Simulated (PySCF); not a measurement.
C₆H₅O, SMILES Oc1c[c]ccc1, multiplicity 2.

Coordinates come from a PBE-D3(BJ)/def2-SVP optimisation. The isomer is the one that the SMILES or the coordinates give; other isomers of the formula were not compared. Other conformers were not sampled.

Computed with PySCF with TDA-PBE/def2-SVPD.

Vertical excitations. Gas-phase values at a fixed geometry.

```
state    energy (eV)  λ (nm)      f                                                                                              main pairs
-------  -----------  ------  -----  ------------------------------------------------------------------------------------------------------
root 1          2.41     515  0.000                                                                                        β HOMO→LUMO 99 %
root 2          3.00     414  0.001                                                                                      β HOMO−1→LUMO 96 %
root 3          3.94     315  0.000                                            α HOMO−1→LUMO 28 %, α HOMO−1→LUMO+1 18 %, β HOMO→LUMO+1 38 %
root 4          4.20     295  0.001                         α HOMO−1→LUMO 28 %, α HOMO−1→LUMO+1 25 %, β HOMO→LUMO+2 31 %, β HOMO→LUMO+1 6 %
root 5          4.23     293  0.002                                                                                        α HOMO→LUMO 97 %
root 6          4.54     273  0.001                        α HOMO−2→LUMO 37 %, α HOMO−1→LUMO+1 9 %, β HOMO−1→LUMO+1 41 %, β HOMO→LUMO+1 7 %
root 7          4.56     272  0.001                                                                                      α HOMO→LUMO+1 94 %
root 8          4.96     250  0.019  α HOMO−1→LUMO 28 %, α HOMO−2→LUMO+1 12 %, β HOMO→LUMO+1 29 %, β HOMO→LUMO+2 14 %, β HOMO−1→LUMO+2 10 %
root 9          5.08     244  0.002                                                                                      β HOMO−2→LUMO 94 %
root 10         5.20     239  0.001                                         α HOMO−2→LUMO+1 48 %, β HOMO−1→LUMO+2 42 %, β HOMO−1→LUMO+1 6 %
```
Unrestricted roots are not spin-pure.
